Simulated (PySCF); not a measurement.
GeFCl₃, SMILES [Cl][Ge]([Cl])([F])[Cl]. Coordinates come from a PBE-D3(BJ)/def2-SVP optimisation.

Method: PBE-D3(BJ)/def2-SVP (PySCF 2.14.0).

Harmonic wavenumbers (cm⁻¹): 126, 126, 163, 204, 204, 389, 456, 456, 714. Rotational constants (GHz): 1.596, 1.596, 1.148; symmetry number 3.

Q: Work out the zero-point energy and the ideal-gas rigid-rotor harmonic-oscillator thermochemistry at 298.15 K and 1 atm.

A: ZPE = ½ Σ hcν = ½ × 2836 cm⁻¹ = 16.97 kJ/mol. H − E(el) = 37.51 kJ/mol. Entropy in J/(mol K): translation 174.70, rotation 112.57, vibration 65.24, total 352.50. G − E(el) = -67.58 kJ/mol. Cp = 93.52 J/(mol K). Modes under 150 cm⁻¹ make the vibrational entropy uncertain.
